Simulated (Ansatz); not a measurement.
N$_{2}$, charge +1, doublet, geometry from GFN2-xTB (a state made from the parent by changing its charge; the spin is typed, not shown lowest). Base run: R2SCAN/6-31G (Ansatz, a program for electronic structure).

Here is a job for Ansatz.
Ansatz 0.2 input:
```yaml
crystal:
  periodic: [false, false, false]
  atoms:
    - {symbol: N, position_ang: [-0.00000000, -0.00000000, -0.53414776]}
    - {symbol: N, position_ang: [0.00000000, 0.00000000, 0.53414776]}
basis:
  gaussian:
    orbitals: 6-31G
hamiltonian:
  xc: r2scan
total_charge: 1
magnetization: {spin_polarized: true, initial_magnetization: 1}
```

Each row names what was changed in the base input (with any setting that the change needs).

```
change                 basis functions      E (Eh)
---------------------  ---------------  ----------
base                                18  -108.83187
basis = 3-21G                       18  -108.26157
basis = def2-SVP                    28           …
basis = pc-1                        28  -108.86377
basis = 6-31G**                     30  -108.88537
basis = aug-pcseg-1                 46  -108.86662
basis = 6-311+G(2d,p)                …           …
basis = pcseg-2                     60  -108.93293
basis = cc-pVTZ                     60           …
basis = aug-cc-pVTZ                 92  -108.93294
basis = cc-pVQZ                      …           …
basis = def2-QZVP                  114  -108.94172
basis = def2-QZVPP                 114  -108.94172
```

Task: Fill in the missing entries.

Result: 
- basis = def2-SVP, E (Eh): -108.79782
- basis = 6-311+G(2d,p), basis functions: 54
- basis = 6-311+G(2d,p), E (Eh): -108.92294
- basis = cc-pVTZ, E (Eh): -108.93234
- basis = cc-pVQZ, basis functions: 110
- basis = cc-pVQZ, E (Eh): -108.94015

Totals compare only among sets that treat the same electrons; sets with core potentials leave the core out.
